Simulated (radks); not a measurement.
Results of a calculation; reference values are marked as such.
Task: Excited configurations of Dy III: one electron is placed in a higher orbital outside [Xe] 4f9. The ground configuration is [Xe] 4f10. Code: a radial shooting solver on a logarithmic mesh with Libxc functionals. Model: scalar-relativistic Kohn-Sham, r2SCAN, spin-polarised, spherical densities, finite nucleus; open shells are filled with parallel spins first (spin-orbit coupling, left out, can overturn this in heavy ions); meta-GGA in the generalised Kohn-Sham scheme; Fermi nuclear charge, rms radius 5.2218 fm. Excitation = E - E(ground); binding = E(ion) - E, where the ion is the core of charge +3; n* = 3/sqrt(2 binding) in atomic units, and the quantum defect is n - n*.

| outer orbital | excitation (eV) | binding (eV) | n* | quantum defect | eigenvalue (eV) | <r> (bohr) |
|---|---|---|---|---|---|---|
| 5f | 14.920 | 7.708 | 3.986 | 1.014 | -6.170 | 5.827 |
| 6s | 2.797 | 19.830 | 2.485 | 3.515 | -17.207 | 3.240 |
| 6p | 7.619 | 15.009 | 2.856 | 3.144 | -12.872 | 3.947 |
| 6d | 13.090 | 9.538 | 3.583 | 2.417 | -7.979 | 5.628 |
| 6f | 17.544 | 5.084 | 4.908 | 1.092 | -4.242 | 10.11 |
| 7p | 14.406 | 8.222 | 3.859 | 3.141 | -7.122 | 7.344 |
| 7d | 16.794 | 5.834 | 4.582 | 2.418 | -4.980 | 9.757 |
| 7f | 19.053 | 3.575 | 5.853 | 1.147 | -3.040 | 15.39 |

Estimate the row for 5d.

Result: excitation (eV) 2.652; binding (eV) 19.976; n* 2.476; quantum defect 2.524; eigenvalue (eV) -15.459; <r> (bohr) 2.272. The Delta-SCF ionisation energy is 22.628 eV (NIST Atomic Spectra Database: 22.89 eV, semi-empirical). Self-interaction in the functional shifts the binding energies and quantum defects, so they are the method's values and not measured ones. Open shells are spherical and high-spin; term and fine-structure splittings are not resolved. Spin-orbit splitting is averaged out at the scalar-relativistic level.
